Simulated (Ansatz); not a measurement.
`[CH3][Sn]([SH])([Cl])[Cl]` + `[F][Ge]([F])([F])[Cl]` → `[SH][Sn]([Cl])([Cl])[Cl]` + `[CH3][Ge]([F])([F])[F]` at 700 K and 1 bar (redistribution).

Calculated with Ansatz (gas phase, PBE0-D4/def2-TZVP geometries, no zero-point term in ΔE). CCSD(T)/CBS is the MP2 limit (def2-TZVPP, def2-QZVPP) plus CCSD(T) − MP2 in def2-TZVPP, frozen cores. def2 core potentials past Kr. For Ge, Sn outer-core shells are correlated without core-valence functions, which leaves a few kJ/mol of doubt a bond. Scalar relativity is left out up to krypton. One conformer a species, not always the lowest.

| species | CCSD(T)/CBS energy (Eh) | H − E (kJ/mol) | S (J/(mol·K)) |
| --- | --- | --- | --- |
| `[CH3][Sn]([SH])([Cl])[Cl]` | -1571.95481 | 210.6 | 542.8 |
| `[F][Ge]([F])([F])[Cl]` | -2835.42086 | 80.1 | 407.3 |
| `[SH][Sn]([Cl])([Cl])[Cl]` | -1991.90544 | 106.0 | 509.4 |
| `[CH3][Ge]([F])([F])[F]` | -2415.48494 | 185.1 | 439.2 |

H − E and S are ideal-gas, rigid-rotor, harmonic terms from PBE0-D4/def2-TZVP, for one conformer and one mirror image of each species. 1 Eh = 2625.50 kJ/mol, R = 8.31446 J/(mol·K).

Problem. By hand: ΔE, ΔH, ΔS and ΔG.

Solution. ΔE = (-1991.90544) + (-2415.48494) − (-1571.95481) − (-2835.42086) = -0.01471 Eh = -38.6 kJ/mol. Δ(H − E) = 106.0 + 185.1 − 210.6 − 80.1 = 0.4, so ΔH = -38.2 kJ/mol. ΔS = 509.4 + 439.2 − 542.8 − 407.3 = -1.5 J/(mol·K). ΔG = -38.2 − 700 × (-1.5)/1000 = -37.2 kJ/mol.

Problem. By hand: the equilibrium constant, and the temperature at which ΔG would vanish if ΔH and ΔS stayed fixed.

Solution. log₁₀ K = −ΔG/(RT ln 10) = 2.8. ΔG = 0 at ΔH/ΔS = 25467 K, far beyond where these terms or the molecules hold.

The number of gas molecules stays the same, so ΔS is small and ΔH decides. A doubt of 5 kJ/mol in ΔE shifts log₁₀ K by 0.4 here. Other conformers and mirror images would add mixing entropy, several J/(mol·K) or more a flexible species. Modes under 60 cm⁻¹, often nearly free rotors, make the harmonic entropy too high. These are equilibria of isolated gas molecules and say nothing of rates. Largest T1 diagnostic: 0.012 (customary marks: 0.02 for closed shells, 0.045 for open ones).
